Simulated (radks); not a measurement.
Sr4+, 34 electrons, occupied as [Ar] 3d10 4s1.75 4p4 4f0.25 (fractional occupations, a model configuration). All-electron calculation, Dirac Kohn-Sham, LDA (Slater exchange, VWN5 correlation), spin-unpolarised, spherical densities, point nucleus; open shells fill j = l - 1/2 first. Program: a radial shooting solver on a logarithmic mesh with Libxc functionals.

Unscreened Slater integrals over Kohn-Sham orbitals (eV). Large and small components are both included. Empty in this configuration: 4d3/2.

integral          value
F0(4f5/2,4f5/2)  7.8112
F2(4f5/2,4f5/2)  4.0571
F4(4f5/2,4f5/2)  2.6309
F0(4f5/2,4p3/2)  9.8055
F2(4f5/2,4p3/2)  3.4801
G2(4f5/2,4p3/2)  2.3756
G4(4f5/2,4p3/2)  1.5726
F0(4f5/2,4p1/2)  9.8252
G2(4f5/2,4p1/2)  2.3033
F0(4f5/2,4s1/2)  9.9230
G3(4f5/2,4s1/2)  1.5191
F0(4f5/2,4d3/2)  9.3939
F2(4f5/2,4d3/2)  4.0803
G1(4f5/2,4d3/2)  4.5561
G3(4f5/2,4d3/2)  2.7481
F0(4p3/2,4p3/2)  16.990
F2(4p3/2,4p3/2)  9.0084
F0(4p3/2,4p1/2)  17.137
G2(4p3/2,4p1/2)  9.0735
F0(4p3/2,4s1/2)  17.873
G1(4p3/2,4s1/2)  12.102
F0(4p3/2,4d3/2)  14.727
F2(4p3/2,4d3/2)  7.3530
G1(4p3/2,4d3/2)  9.1134
G3(4p3/2,4d3/2)  5.6097
F0(4p1/2,4p1/2)  17.289
F0(4p1/2,4s1/2)  18.050
G1(4p1/2,4s1/2)  12.312
F0(4p1/2,4d3/2)  14.815
G1(4p1/2,4d3/2)  9.0273
F0(4s1/2,4s1/2)  18.942
F0(4s1/2,4d3/2)  15.257
G2(4s1/2,4d3/2)  6.4553
F0(4d3/2,4d3/2)  13.233
F2(4d3/2,4d3/2)  6.8489
